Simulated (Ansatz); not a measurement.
Reactions of CH₄OSeSi (`[SeH]C1O[SiH2]1`).

Isolated molecules relaxed with PBE0-D4/def2-TZVP in Ansatz; ΔE leaves out vibrations. CCSD(T)/CBS is the MP2 limit (def2-TZVPP, def2-QZVPP) plus CCSD(T) − MP2 in def2-TZVPP, frozen cores. This one scheme is used for every species, atoms too. Functionals use def2-TZVPP. No spin–orbit coupling; open shells (•) take unrestricted orbitals. Spin–orbit coupling would lower the free atoms: a little for C, O, Si; clearly for Se. def2 core potentials past Kr. Bonds to Se, Te are less sure, by a few kJ/mol each and by 10 to 20 or more in all where they break to atoms, as the def2 sets lack core-valence functions. Scalar relativity is left out up to krypton. One conformer a species, not always the lowest.

```json
{"reaction": "`[SeH]C1O[SiH2]1` → `C1O[SiH2][Se]1`", "r2SCAN-D4 (eV)": "-1.70", "PBE0-D4 (eV)": "-1.78", "ωB97M-V (eV)": "-1.76", "CCSD(T)/CBS(def2) (eV)": "-1.79"}
{"reaction": "`[SeH]C1O[SiH2]1` → C• + 4 H• + O• + Se• + Si•", "r2SCAN-D4 (eV)": "27.39", "PBE0-D4 (eV)": "27.14", "ωB97M-V (eV)": "27.23", "CCSD(T)/CBS(def2) (eV)": "27.33"}
{"reaction": "`[SeH]C1O[SiH2]1` + H₂S → `SC1O[SiH2]1` + H₂Se", "r2SCAN-D4 (eV)": "-0.03", "PBE0-D4 (eV)": "-0.04", "ωB97M-V (eV)": "-0.04", "CCSD(T)/CBS(def2) (eV)": "0.00"}
{"reaction": "`[SeH]C1O[SiH2]1` + H₂Te → `[TeH]C1O[SiH2]1` + H₂Se", "r2SCAN-D4 (eV)": "-0.06", "PBE0-D4 (eV)": "-0.06", "ωB97M-V (eV)": "-0.06", "CCSD(T)/CBS(def2) (eV)": "-0.12"}
```

Largest T1 diagnostic: 0.015, for `SC1O[SiH2]1`.
